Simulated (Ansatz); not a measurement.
Reaction (hydrogenolysis of the Al–Cl bond): `[OH][Al]([Cl])[Cl]` + H₂ → `[OH][AlH][Cl]` + HCl

Computed with Ansatz on PBE0-D4/def2-TZVP structures; ΔE is electronic, products minus reactants. CCSD(T)/CBS is the MP2 limit (def2-TZVPP, def2-QZVPP) plus CCSD(T) − MP2 in def2-TZVPP, frozen cores. This one scheme is used for every species. Functionals use def2-TZVPP. Each species was taken in one conformer, which may not be the lowest.

CCSD(T)/CBS gives +32.3 kcal/mol.

(1) Another level gave +30.8 kcal/mol. Which?
A. CAM-B3LYP-D4/def2-TZVPP
B. MP2/def2-TZVPP
C. BHLYP-D4/def2-TZVPP
D. BLYP/def2-TZVPP

Largest T1 diagnostic among the species: 0.011.

Results:

(1) A. CAM-B3LYP-D4 30.8, BHLYP-D4 32.1, MP2/def2-TZVPP 33.5, BLYP 29.5 kcal/mol.

In def2-TZVPP, CCSD(T) changes the Hartree–Fock value by +1.2 kcal/mol (the triples alone add +0.6 kcal/mol) and MP2 by +3.4 kcal/mol. Leaving LDA and LC-ωPBE aside and taking each functional with its dispersion term where it has one, the values, not all of them listed here, spread over 3.3 kcal/mol, from B97M-V to r2SCAN-D4.
